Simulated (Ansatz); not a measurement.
In3N3H12, a cluster cut from zinc blende InN (hydrogen-capped) was relaxed with PBE-D4 (def2-SVP) in Ansatz in these states: charge +1 doublet, neutral singlet. The geometries follow in no particular order.

In the def2 sets In takes a core potential; there is no spin–orbit coupling.

A:

Cartesian coordinates in Å:
```
In -1.197 0.706 1.616
In -0.196 1.163 -2.009
In 0.200 -2.313 -0.193
N 0.188 -1.011 1.743
N 0.965 -0.716 -1.580
N -0.163 2.012 0.164
H -0.328 1.527 2.991
H -2.847 0.371 1.342
H 0.907 2.356 -2.642
H -1.817 0.667 -2.305
H 1.548 -3.300 0.307
H -1.450 -2.561 -0.613
H 1.149 -0.727 1.992
H -0.099 -1.653 2.502
H 1.951 -0.493 -1.370
H 1.017 -1.190 -2.499
H 0.805 2.232 0.449
H -0.633 2.931 0.104
```

B:

```xyz
18

In    1.1558    1.4031   -1.4066
In   -1.1132    0.9514    1.7715
In    0.8220   -2.1274    0.2837
N     0.9436   -0.8320   -1.5518
N    -1.0214   -1.2240    1.2046
N    -0.7283    1.8430   -0.2582
H     0.8483    1.9936   -3.0244
H     2.4802    1.7097   -0.3287
H    -2.8044    1.2654    2.0904
H     0.2935    1.2758    2.7337
H     0.3144   -3.6960   -0.3012
H     2.1565   -1.6817    1.2988
H     0.1679   -1.0645   -2.1905
H     1.7808   -1.1555   -2.0622
H    -1.8464   -1.4678    0.6359
H    -1.1729   -1.7438    2.0837
H    -1.5471    1.6855   -0.8652
H    -0.7292    2.8653   -0.1135
```

Q: Judge from the bond lengths which geometry belongs to which state (an estimate).

A: A is the charge +1 doublet (In2–N6 2.333 Å, In3–N4 2.333 Å, In1–H7 1.823 Å); B is the neutral singlet (In2–N6 2.250 Å, In3–N4 2.250 Å, In1–H7 1.749 Å).
